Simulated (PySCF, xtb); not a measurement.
H3O3P, SMILES P(O)(O)O.

GFN2-xTB (xtb) at its own geometry gives an orbital gap of 7.15 eV and a dipole moment of 1.66 D.

Geometry: B3LYP-D3(BJ)/def2-SVP. The values are those of a single conformer.

Q: What does r2SCAN/def2-TZVPD (PySCF) give? (Estimate from the structure and the level; the computed values follow.)

A: gap 5.87 eV (levels -6.11 and -0.24 eV), dipole 2.22 D.
